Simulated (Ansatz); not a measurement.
The same path of GaH5O2S (9 atoms, charge 0, multiplicity 1) was run 3 times with different band settings. Lost on the way: S7–H9. Made: Ga1–S7, O2–H9.

Theory: RKS B3LYP/def2-SVP in Ansatz.

Relaxed end points:

```xyz
9
Properties=species:S:1:pos:R:3
Ga -0.267 0.022 0.133
O -0.232 -0.887 1.697
H -1.094 -1.200 1.997
O 1.419 0.235 -0.502
H 2.049 -0.318 -0.020
H -1.508 0.199 -0.790
S 0.023 2.599 1.225
H 1.212 2.312 0.636
H 0.372 1.981 2.379
```

```xyz
9
Properties=species:S:1:pos:R:3
Ga 0.004 0.542 0.024
O -0.201 -0.280 2.059
H -1.085 -0.634 2.245
O 1.717 0.140 -0.366
H 1.836 -0.698 -0.830
H -1.242 -0.145 -0.636
S -0.119 2.646 0.866
H 1.228 2.786 0.881
H -0.164 0.586 2.512
```

Common settings: spring 5.0 eV/Å²; start path through a guess of the saddle point; force threshold 0.05 eV/Å; end points relaxed.

| run | movable images | climbing image | optimiser | iteration limit |
| --- | --- | --- | --- | --- |
| 1 | 9 | yes | quadratic models (default) | 54 |
| 2 | 9 | from the first iteration | lbfgs | 60 |
| 3 | 3 | no | quadratic models (default) | 60 |

(1) What does each run give, and how far can it be trusted?

Results:

(1) Run 1: converged after 14 iterations, highest image 0.195 eV above the first end. The profile has 2 maxima (images 4, 8) with wells between them (image 6): this band takes more than one step, which may be the mechanism or a detour left from its start path. A vibrational analysis at the climbing image gives one clearly imaginary mode, 731i cm⁻¹: a first-order saddle point.
Run 2: not converged after 60 iterations, highest image 0.260 eV above the first end. The band didn't meet its force threshold, so its energies are provisional: the largest band force was still 0.15 eV/Å, and over the last iterations the top stayed at 0.26 eV.
Run 3: converged after 15 iterations, highest image 0.130 eV above the first end. No image climbed, so the highest image needn't sit at the top of the path. So few images can step over the top or miss a turn of the path.
The orbitals stay closed-shell, which can raise the energy where a bond breaks towards radicals; this wasn't checked here.
